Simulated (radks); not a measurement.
The numbers below are computed, except where a source is named.
The gadolinium ion Gd+, configuration [Xe] 4f7 5d1 6s1. Code: a radial shooting solver on a logarithmic mesh with Libxc functionals. Model: Dirac Kohn-Sham, Slater X-alpha with alpha = 0.908, spin-unpolarised, spherical densities, finite nucleus; open shells fill j = l - 1/2 first; Fermi nuclear charge, rms radius 5.1569 fm. Some entries of the table are withheld. Estimate them.

orbital  occ.  eigenvalue (eV)  <r> (bohr)
1s1/2       2        -50223.54     0.02189
2s1/2       2        -8328.203     0.09255
2p1/2       2        -7922.743     0.07722
2p3/2       4        -7220.509     0.08405
3s1/2       2        -1860.144      0.2431
3p1/2       2        -1682.014      0.2325
3p3/2       4        -1537.277      0.2455
3d3/2       4        -1226.801         (1)
3d5/2       6        -1195.048         (2)
4s1/2       2        -383.1741      0.5499
4p1/2       2        -313.1575      0.5609
4p3/2       4        -280.7500      0.5903
4d3/2       4        -164.4391         (3)
4d5/2       6        -158.5208         (4)
5s1/2       2         -59.0662       1.316
5p1/2       2         -39.3934         (5)
5p3/2       4         -34.7889         (6)
4f5/2       6         -20.3134      0.8190
4f7/2       1         -19.4899      0.8296
5d3/2       1          -9.9976       2.359
6s1/2       1          -9.9392       3.510
5d5/2       0          -9.6293       2.415

Answer. 
(1) 3d3/2 <r> (bohr): 0.2173
(2) 3d5/2 <r> (bohr): 0.2214
(3) 4d3/2 <r> (bohr): 0.6236
(4) 4d5/2 <r> (bohr): 0.6339
(5) 5p1/2 <r> (bohr): 1.467
(6) 5p3/2 <r> (bohr): 1.558
